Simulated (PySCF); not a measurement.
Be(F)(OMe) (CH3BeFO), SMILES C[O][Be][F]. Atoms are numbered in the order given.

```xyz
7

Be    -0.0132     0.8216     0.0000
F      0.0280     2.2250     0.0000
O     -0.0861    -0.5694     0.0000
C      0.0431    -1.9539     0.0000
H     -0.9495    -2.4345     0.0000
H      0.5905    -2.2990    -0.8933
H      0.5905    -2.2990     0.8933
```
Charge 0, spin multiplicity 1.

Coordinates come from a PBE-D3(BJ)/def2-TZVP optimisation. The values are those of a single conformer.

Computed with B3LYP/pcJ-1 in PySCF.

Isotropic couplings with Fermi-contact, spin-dipole and both spin-orbit terms, one fixed conformer, no vibrational averaging. Isotopes: 13C, 19F, 1H.

```csv
pair,bonds apart,J (Hz)
C4–H5,1,148.4
C4–H6,1,147.5
C4–H7,1,147.5
H5–H6,2,?
H5–H7,2,?
H6–H7,2,?
F2–C4,3,?
F2–H5,4,0.8
F2–H6,4,0.7
F2–H7,4,0.7
```

**Question.** Some entries are withheld; supply them. (Estimate from the structure and the level; the computed values follow.)

**Answer.** 
- H5–H6, J (Hz): -11.3
- H5–H7, J (Hz): -11.3
- H6–H7, J (Hz): -11.0
- F2–C4, J (Hz): -0.8
